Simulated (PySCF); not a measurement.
## Two-component Hartree-Fock for Cd³⁸⁺ (cadmium, charge +38)

Start: [Ne]. Calculated with PySCF 2.14 in an even-tempered Gaussian basis (17 s from 17 bohr⁻², ratio 2.4; 12 p from 23 bohr⁻², ratio 2.4; 5 d from 87 bohr⁻², ratio 2.6; 4 f from 130 bohr⁻², ratio 2.6): generalised Hartree-Fock with the X2C-1e Hamiltonian and a Gaussian nucleus; one run each with spin-orbit coupling (SO) switched off, then screened by Boettger's factors.

```csv
spinor shell,electrons,"ε, spin-free (eV)","ε, screened SO (eV)",weight of nominal j (screened SO),"rms radius, screened SO (bohr)"
1s1/2,2,-29235.8,-29234.3,1.000,0.0348
2s1/2,2,-6301.5,-6301.1,1.000,0.139
2p1/2,2,-5901.8,-6040.7,1.000,0.120
2p3/2,4,-5901.8,-5838.3,1.000,0.125
```

| quantity | spin-free | screened SO |
| --- | --- | --- |
| E (hartree) | -4317.13924 | -4318.08711 |
| M_J | 0 | 0 |
| ⟨J²⟩ | 0.000 | 0.000 |
| ⟨L²⟩ | 0.000 | 0.005 |
| ⟨S²⟩ | 0.000 | 0.005 |

Breit and QED terms are absent; they matter most for the inner s and p1/2 levels.

Densities and radii are taken from the X2C orbitals without a picture-change correction, which distorts them close to the nucleus.

Without spin-orbit coupling the j labels of p, d and f shells carry no meaning; the spin-free column gives the mean over the occupied spinors of each nl shell.
